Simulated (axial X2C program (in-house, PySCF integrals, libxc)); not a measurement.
**Testing model relations on VH**

A bond curve at the PBE0 level, with spin–orbit coupling, was computed with an axial X2C code built on PySCF integrals (basis V dyall-cv3z [10s10p6d4f2g], H dyall-v3z [6s2p1d] (cores contracted in-house)) for the state Ω = 4 (⟨Sz⟩ = 2.00, ⟨Lz⟩ = 2.00 at PBE0). Its fit gives Re = 1.6818 Å, ωe = 1659.1 cm⁻¹, ωexe = 25.2 cm⁻¹ and αe = 1.508e-01 cm⁻¹; the masses are 50.9440 and 1.0078 u. Two-component means X2C with spin–orbit coupling and atomic mean-field Coulomb and Gaunt terms.

Problem. Find the reduced mass, Be and the force constant.

Solution. From the PBE0 values: μ = 0.9882 u. Be = 16.8576/(μ Re²) = 6.031 cm⁻¹. k = 5.8918×10⁻⁷ μ ωe² = 1.6 mdyn/Å.

Problem. Estimate the centrifugal constant by the Kratzer relation.

Solution. D = 4Be³/ωe² = 3.19e-04 cm⁻¹.

Problem. Where do the fundamental and the first overtone lie?

Solution. ν(1←0) = ωe − 2ωexe = 1608.7 cm⁻¹; ν(2←0) = 2ωe − 6ωexe = 3167.0 cm⁻¹.

Problem. The dipole moment p changes by 2.44 D/Å at Re. What harmonic infrared intensity follows?

Solution. I = 42.256 × (dp/dR)²/μ = 250 km/mol.

Problem. A Morse curve ties αe to the other constants (Pekeris). How well does that hold?

Solution. αe(Morse) = 6Be²/ωe × (√(ωexe/Be) − 1) = 1.373e-01 cm⁻¹; the PBE0 curve gives 1.508e-01 cm⁻¹, a ratio of 0.91.

Occupations by symmetry block were frozen at the best pattern of an incomplete PBE0 search. Density functionals use the spin component along the axis (collinear). PBE0 can misorder states that lie within some tenths of an eV, so this need not be the ground state of the molecule. The nearest other spin-free determinant of the search, M_S = 2, Λ = 1, lies 0.13 eV up at the distance of the search. The functionals have no current-density term, which raises determinants with orbital currents, atoms included. With several unpaired electrons one determinant need not be a pure state. A state of lower Ω lies just above, and one determinant can place such states too high, so the state shown need not be the lowest. The search has Ω = 1 only 0.10 eV up. Open-shell Ω = 0 determinants with evenly filled partner blocks cannot be reached by this program, so the Ω shown need not be the lowest component.
